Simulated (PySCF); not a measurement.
Species: C5H4N4.
Numbering: `[CH3:1][c:2]1[n:3][n:4][cH:5][c:6]([C:7]#[N:8])[n:9]1`

NICS = −σ at a ghost point: NICS(0) at the centroid of the ring atoms, NICS(1) 1 Å to either side along the normal of their mean plane, zz for the tensor component along that normal. Level: GIAO PBE0/pcSseg-1 (PySCF, non-relativistic, gas phase) on the GFN2-xTB geometry, one conformer.

Ring bond lengths (Å), with Mayer bond orders in brackets: C2–N3 1.328 (1.44), N3–N4 1.298 (1.33), N4–C5 1.317 (1.48), C5–C6 1.407 (1.25), C6–N9 1.324 (1.51), N9–C2 1.334 (1.37).

Q: Give the NICS values of each ring in ppm.

A: 
| ring | type | NICS(0) | NICS(1), two faces | NICS(1)zz, two faces | rms pucker (Å) | centre to ring atoms, mean (Å) |
| --- | --- | --- | --- | --- | --- | --- |
| C2–N3–N4–C5–C6–N9 | 6-membered ring with 3 N; formal bonds all aromatic | -4.0 | -11.0 / -10.9 | -25.7 / -25.5 | 0.00 | 1.33 |

Q: What can be read from them?

A: 
- C2–N3–N4–C5–C6–N9: mean NICS(1)zz -25.6 ppm, shielded. The ring is flat and has no four-coordinate atom; by the NICS criterion it is aromatic. NICS(0) lies 7 ppm above the mean NICS(1).

Q: What does the geometric index give? HOMA takes Krygowski's 1993 parameters.

A: 
- C2–N3–N4–C5–C6–N9: HOMA 0.97; the largest term is that of C5–C6, α(R − Ropt)² = 0.10. The geometric and the magnetic index point the same way.

Q: What is the mean of the two in-plane components of NICS at the second NICS(1) probe listed for ring C2–N3–N4–C5–C6–N9, 1 Å off the ring?

A: The isotropic value is a third of the trace: (3 × -10.9 − (-25.5))/2 = -3.6 ppm.
